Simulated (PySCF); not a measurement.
UHF on N (nitrogen, neutral)

Configuration: [He] 2s2 2p3, high-spin 4S determinant. All numbers are calculated (PySCF 2.14, the spin-free X2C one-electron Hamiltonian (Gaussian nucleus), in x2c-SVPall).

```json
{
 "Total energy": "-54.365447 hartree",
 "One-electron energy": "-73.9095 hartree",
 "Hartree (Coulomb) energy": "26.1488 hartree",
 "Exchange energy": "-6.6047 hartree",
 "⟨S²⟩": "3.7567",
 "⟨L²⟩": "0.000",
 "Sum of ⟨r⟩": "7.333 bohr",
 "Sum of ⟨r²⟩": "11.91 bohr²",
 "Langevin diamagnetic susceptibility": "-9.44 ×10⁻⁶ cm³/mol",
 "Time after the integrals": "0.03 s of wall time on 1 thread of INTEL(R) XEON(R) PLATINUM 8581C CPU @ 2.10GHz (shared host)"
}
```

```tsv
shell	electrons	mean orbital energy (eV)	rms radius, mean of both spins (bohr)
1s α	1	-426.56	0.265
1s β	1	-423.97	0.265
2s α	1	-31.107	1.49
2s β	1	-19.268	1.49
2p α	3	-15.542	1.56
```
